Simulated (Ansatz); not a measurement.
`CB(C)F` + `BNC` → `BN(C)B(C)F` + CH₄ at 700 K and 1 bar (ligand exchange at a B–C bond).

Program: Ansatz. Geometries: PBE0-D4/def2-TZVP. ΔE: electronic, gas phase. CCSD(T)/CBS is the MP2 limit (def2-TZVPP, def2-QZVPP) plus CCSD(T) − MP2 in def2-TZVPP, frozen cores. This one scheme is used for every species. One conformer a species, not always the lowest.

```
     species  CCSD(T)/CBS energy (Eh)  H − E (kJ/mol)  S (J/(mol·K))
    `CB(C)F`               -204.38401           274.4          410.3
       `BNC`               -121.18426           253.9          346.7
`BN(C)B(C)F`               -285.13931           382.9          501.0
         CH₄                -40.46206           145.9          224.0
```

H − E and S are ideal-gas, rigid-rotor, harmonic terms from PBE0-D4/def2-TZVP, for one conformer and one mirror image of each species. 1 Eh = 2625.50 kJ/mol, R = 8.31446 J/(mol·K).

By hand: ΔE, ΔH, ΔS and ΔG.

ΔE = (-285.13931) + (-40.46206) − (-204.38401) − (-121.18426) = -0.03310 Eh = -86.9 kJ/mol. Δ(H − E) = 382.9 + 145.9 − 274.4 − 253.9 = 0.5, so ΔH = -86.4 kJ/mol. ΔS = 501.0 + 224.0 − 410.3 − 346.7 = -32.0 J/(mol·K). ΔG = -86.4 − 700 × (-32.0)/1000 = -64.0 kJ/mol.

By hand: the equilibrium constant, and the temperature at which ΔG would vanish if ΔH and ΔS stayed fixed.

log₁₀ K = −ΔG/(RT ln 10) = 4.8. ΔG = 0 at ΔH/ΔS = 2700 K, far beyond where these terms or the molecules hold.

ΔH outweighs TΔS. A doubt of 5 kJ/mol in ΔE shifts log₁₀ K by 0.4 here. Other conformers and mirror images would add mixing entropy, several J/(mol·K) or more a flexible species. Modes under 60 cm⁻¹, often nearly free rotors, make the harmonic entropy too high. These are equilibria of isolated gas molecules and say nothing of rates. Largest T1 diagnostic: 0.012 (customary marks: 0.02 for closed shells, 0.045 for open ones).
